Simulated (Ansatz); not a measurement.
Geometry optimisation, Ansatz 0.2.0, RKS PBE/def2-SVP.

Input:

```yaml
crystal:
  periodic: [false, false, false]
  atoms:
    - { symbol: Al, position_ang: [0.0176, -0.278, 0.2282] }
    - { symbol: S, position_ang: [1.5057, 1.8559, -0.2102] }
    - { symbol: C, position_ang: [-1.8881, 0.0001, -0.2147] }
    - { symbol: O, position_ang: [0.8621, -1.1518, 1.3273] }
    - { symbol: H, position_ang: [1.3904, 0.3348, -1.1605] }
    - { symbol: H, position_ang: [1.0862, -0.5536, -1.4446] }
    - { symbol: H, position_ang: [2.4827, 1.317, 0.5088] }
    - { symbol: H, position_ang: [-2.0444, 1.0029, -0.6164] }
    - { symbol: H, position_ang: [-2.2068, -0.7053, -0.9852] }
    - { symbol: H, position_ang: [-2.556, -0.1267, 0.6401] }
    - { symbol: H, position_ang: [1.3507, -1.6954, 1.9274] }
basis:
  gaussian: { orbitals: def2-SVP }
hamiltonian:
  xc: pbe
relax:
  f_tol: 0.15
  max_steps: 25
  restrain:
    - { distance: [0, 5], at: 2.82, k: 30.0 }
    - { distance: [4, 1], at: 2.66, k: 30.0 }
    - { distance: [0, 1], at: 2.26, k: 30.0 }
    - { distance: [4, 5], at: 0.62, k: 30.0 }
```

Run as:

```bash
$ ansatz run input.yaml --threads 2 --pin off --max-ram 3072MiB --backend cpu --events-out ev --progress --plain --runs-dir out
```

**Question.** Where does it end, and by what steps?

**Answer.** It converged. The restraints hold the end off the free minimum. After 8 steps the energy has fallen by 1.110 eV (the restraints' own energy left out); H5 moved furthest, 0.63 Å. Joined: H5–H6 (0.98 → 0.71 Å).

```json
{"step": "0", "energy less start (eV)": "0.0000", "largest force component (eV/Å)": "1.925", "accepted": "yes"}
{"step": "1", "energy less start (eV)": "-0.2658", "largest force component (eV/Å)": "2.311", "accepted": "yes"}
{"step": "2", "energy less start (eV)": "-0.5032", "largest force component (eV/Å)": "3.709", "accepted": "yes"}
{"step": "3", "energy less start (eV)": "-0.7103", "largest force component (eV/Å)": "4.555", "accepted": "yes"}
{"step": "4", "energy less start (eV)": "-1.0076", "largest force component (eV/Å)": "0.790", "accepted": "yes"}
{"step": "5", "energy less start (eV)": "-0.9615", "largest force component (eV/Å)": "2.138", "accepted": "yes"}
{"step": "6", "energy less start (eV)": "-1.0223", "largest force component (eV/Å)": "2.322", "accepted": "yes"}
{"step": "7", "energy less start (eV)": "-1.0455", "largest force component (eV/Å)": "2.397", "accepted": "yes"}
{"step": "8", "energy less start (eV)": "-1.1099", "largest force component (eV/Å)": "2.286", "accepted": "yes"}
```

```xyz
11
Properties=species:S:1:pos:R:3
Al 0.048 0.085 0.518
S 1.341 1.893 0.173
C -1.779 0.058 -0.167
O 0.556 -1.282 1.421
H 1.294 -0.053 -1.653
H 1.149 -0.676 -1.965
H 2.445 1.354 0.762
H -2.047 0.973 -0.731
H -1.919 -0.812 -0.843
H -2.504 -0.063 0.664
H 1.416 -1.476 1.822
```

Run time: 12 s on 2 threads of AMD EPYC 9R14 (Zen 4) (shared host), peak memory 0.17 GiB.
